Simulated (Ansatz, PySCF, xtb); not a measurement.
Dimer: CH4O (SMILES CO) (first 6 atoms) with C2H6O (SMILES COC); geometry from B3LYP-D3(BJ)/def2-TZVP, rigid monomers moved along the line of their centres of mass till H6···O8 is 1.68 Å.
(charge 0, multiplicity 1):
```xyz
15

C      0.13632    -0.07180    -0.24360
O      0.37616     0.91959     0.73599
H      0.78906    -0.94520    -0.12157
H      0.34251     0.37162    -1.21821
H     -0.90468    -0.41822    -0.23988
H      0.20182     0.53539     1.61095
C     -1.06769     0.54400     3.84271
O     -0.03815    -0.12803     3.13915
C      1.19087    -0.14654     3.84379
H     -0.79580     1.58728     4.03978
H     -1.27888     0.04520     4.79533
H     -1.95759     0.51756     3.21697
H      1.54781     0.87047     4.04213
H      1.91480    -0.66397     3.21749
H      1.08661    -0.67964     4.79549
```

Counterpoise-corrected where a basis set is named; no monomer relaxation.

Frozen-core correlation.

Run with Ansatz (Gaussian orbitals); PySCF for the dispersion terms; xtb for the GFN methods. Values without a source in brackets are computed.

**Question.** What interaction energy does B3LYP-D4/def2-TZVPPD give?

**Answer.** -5.6 kcal/mol

**Question.** Give the interaction energy at the level CCSD(T)/aug-cc-pVDZ.

**Answer.** -4.2 kcal/mol

**Question.** What is the computed interaction energy (GFN-FF)?

**Answer.** -4.7 kcal/mol

Ansatz is a program for electronic structure.
